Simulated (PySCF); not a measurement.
Species: 3-methylphenylboronic acid, C₇H₉BO₂.
SMILES with atom numbers: `[CH3:1][c:2]1[cH:3][cH:4][cH:5][c:6]([B:7]([OH:8])[OH:9])[cH:10]1` (hydrogens: H11, H12, H13 on C1; H14 on C3; H15 on C4; H16 on C5; H17 on O8; H18 on O9; H19 on C10)

Method: PBE0-D3(BJ)/def2-SVP geometry optimisation, gas phase (PySCF); density fitting, grid level 2; the optimiser is geomeTRIC in internal coordinates, started from a GFN2-xTB structure.

Step 0: E = -12157.0544 eV
```
atom  x, y, z in Å  |  force x, y, z in eV/Å
C1      2.6967   -0.8945   -0.0767   -0.387   0.263   0.006
C2      1.4440   -0.0801    0.0526    0.472  -0.354  -0.013
C3      1.5121    1.2814    0.3200   -0.093   0.003   0.002
C4      0.3559    2.0361    0.4117    0.012   0.087   0.007
C5     -0.8782    1.4392    0.2363   -0.153  -0.121  -0.042
C6     -0.9847    0.0739   -0.0297   -0.483  -0.249  -0.080
B7     -2.4089   -0.5858   -0.2234    0.439  -0.127   0.044
O8     -2.6187   -1.9305   -0.3118   -0.291  -0.015  -0.076
O9     -3.4885    0.2220   -0.3051   -0.018   0.511   0.035
C10     0.1963   -0.6631   -0.1160   -0.256   0.102   0.019
H11     3.0757   -0.8331   -1.0975    0.224  -0.035  -0.367
H12     2.5076   -1.9413    0.1499    0.002  -0.409   0.078
H13     3.4712   -0.5230    0.5907    0.341   0.078   0.231
H14     2.4767    1.7498    0.4572    0.415   0.201   0.066
H15     0.4202    3.0943    0.6212    0.025   0.449   0.092
H16    -1.7831    2.0229    0.3040   -0.410   0.313   0.038
H17    -1.8416   -2.4821   -0.2417    0.274  -0.034   0.058
H18    -4.3133   -0.2514   -0.4209   -0.144  -0.212  -0.016
H19     0.1510   -1.7253   -0.3283    0.033  -0.450  -0.082
```

**Question.** Estimate the geometry and energy of step 1. (The exact step hangs on the optimiser's Hessian estimate; all steps are aligned on step 0, rigid shifts and turns removed.)

**Answer.** E = -12157.1025 eV, largest force 0.112 eV/Å
```
atom  x, y, z in Å  |  force x, y, z in eV/Å
C1      2.7016   -0.9051   -0.0747    0.077  -0.051  -0.006
C2      1.4491   -0.0915    0.0537   -0.083   0.043   0.007
C3      1.5057    1.2808    0.3233    0.100   0.022   0.010
C4      0.3446    2.0452    0.4050   -0.009   0.062   0.008
C5     -0.8989    1.4490    0.2206   -0.049   0.016   0.005
C6     -0.9998    0.0747   -0.0395    0.044   0.028   0.013
B7     -2.4115   -0.5815   -0.2246   -0.108   0.021  -0.019
O8     -2.6133   -1.9282   -0.3375    0.028   0.008   0.002
O9     -3.5013    0.2339   -0.2721    0.039  -0.086  -0.002
C10     0.1867   -0.6669   -0.1175    0.004  -0.081  -0.019
H11     3.1069   -0.8476   -1.0999   -0.008  -0.002   0.025
H12     2.5194   -1.9679    0.1458    0.006   0.028  -0.006
H13     3.4885   -0.5449    0.6056   -0.020  -0.014  -0.017
H14     2.4807    1.7568    0.4722   -0.035  -0.013  -0.007
H15     0.4137    3.1160    0.6173    0.001  -0.030  -0.008
H16    -1.8126    2.0463    0.2820    0.023  -0.020   0.000
H17    -1.8036   -2.4409   -0.2597   -0.024   0.016   0.000
H18    -4.3128   -0.2749   -0.3793    0.017   0.016   0.006
H19     0.1474   -1.7443   -0.3282   -0.002   0.035   0.007
```

The energy changes by -0.0481 eV. The first-order estimate −F·Δx gives -0.1008 eV and the mean of the old and new forces, exact on a quadratic surface, -0.0480 eV. The step makes an angle of 63° with the force vector and moves no atom by more than 0.059 Å.

The cost below is that of the whole optimisation. The run took 69 s on one thread of an Arm Neoverse V2 (shared host), and the process peaked at 0.90 GiB of memory.
